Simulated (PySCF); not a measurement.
Fill in the blanks.

Species: C5H10O2Si.
Geometry (PBE0-D3(BJ)/def2-SVP, Å), atoms numbered from 1 in this order:
```
atom  x, y, z in Å
C1    -1.4668    1.4896   -1.2146
C2    -1.5034    0.6782   -0.1570
C3    -1.0669   -0.7561   -0.1594
C4     0.2980   -0.9451    0.4966
C5     1.4263   -0.4294   -0.3545
O6     1.3827   -0.2859   -1.5524
O7     2.5374   -0.1656    0.3397
Si8    3.8830    0.3990   -0.5732
H9    -1.7779    2.5352   -1.1421
H10   -1.1128    1.1347   -2.1873
H11   -1.8439    1.0771    0.8078
H12   -1.8047   -1.3700    0.3821
H13   -1.0160   -1.1341   -1.1915
H14    0.5081   -2.0162    0.6665
H15    0.3589   -0.4670    1.4862
H16    4.9205    0.6068    0.4717
H17    3.5540    1.6848   -1.2414
H18    4.3247   -0.6379   -1.5422
```

```csv
property,level,value
point group,PBE0-D3(BJ)/def2-SVP,?
"rotational constants A, B, C",PBE0-D3(BJ)/def2-SVP,?
dipole moment,CAM-B3LYP/def2-SVPD,?
HOMO energy,CAM-B3LYP/def2-SVPD,-8.84 eV
LUMO energy,CAM-B3LYP/def2-SVPD,0.86 eV
lowest singlet excitation,TDDFT CAM-B3LYP/def2-SVPD,"5.91 eV (210 nm, f = 0.000)"
strongest line among the 10 lowest singlet transitions,TDDFT CAM-B3LYP/def2-SVPD,"S4 at 7.45 eV (166 nm, f = 0.160)"
lowest triplet excitation (Tamm–Dancoff),TDA CAM-B3LYP/def2-SVPD,4.35 eV
static isotropic polarisability,CAM-B3LYP/def2-SVPD,91.9 au
vertical ionisation energy,ΔSCF CAM-B3LYP/def2-SVPD,9.72 eV
electronic spatial extent ⟨r²⟩ about the centre of nuclear charge,CAM-B3LYP/def2-SVPD,?
13C chemical shifts (computed TMS as zero) by class,GIAO CAM-B3LYP/pcSseg-1,?
1H chemical shifts (computed TMS as zero) by class,GIAO CAM-B3LYP/pcSseg-1,"5.82 (H11), 5.67 (H10), 5.38 (H9), 4.67 (H16/H17/H18), 2.27 (H14/H15), 2.23 (H12/H13) ppm"
"isotropic shieldings of nuclei other than C and H, by class",GIAO CAM-B3LYP/pcSseg-1,"-118 (O6), 134 (O7), 380 (Si8) ppm"
```

Gas-phase values; electronic properties from PySCF, density fitting. One conformer (not necessarily the lowest) at the PBE0-D3(BJ)/def2-SVP geometry, without solvent or vibrations. NMR classes are plain means over equivalent atoms (diastereotopic ones count apart unless rotation or inversion swaps them), as if these changed places fast; in this geometry the members of some classes differ.

Q: The rotational constants A, B, C?

A: 3.577, 0.865, 0.783 GHz.

Q: What are the 13C chemical shifts (computed TMS as zero) by class?

A: 184.6 (C5), 147.4 (C2), 131.5 (C1), 36.0 (C4), 29.9 (C3) ppm.

Q: Give the point group.

A: C1.

Q: The electronic spatial extent ⟨r²⟩ about the centre of nuclear charge?

A: 1529 bohr².

Q: Give the dipole moment.

A: 1.61 D.

The 10 singlets span 5.91 to 8.22 eV, and their oscillator strengths add up to 0.46. The polarisability is 13.62 Å³ as a volume (1 au = 0.148185 Å³), or 1.31 au for each of the 70 electrons. In atomic units the dipole is 0.63 e·bohr (1 au = 2.5417 D). The ΔSCF ionisation energy exceeds −ε(HOMO) by 0.88 eV with CAM-B3LYP. With B = h/(8π²I), that is 505.379 GHz u Å² over I, the principal moments of inertia are 141.3, 584.3 and 645.2 u Å² (most abundant isotopes).
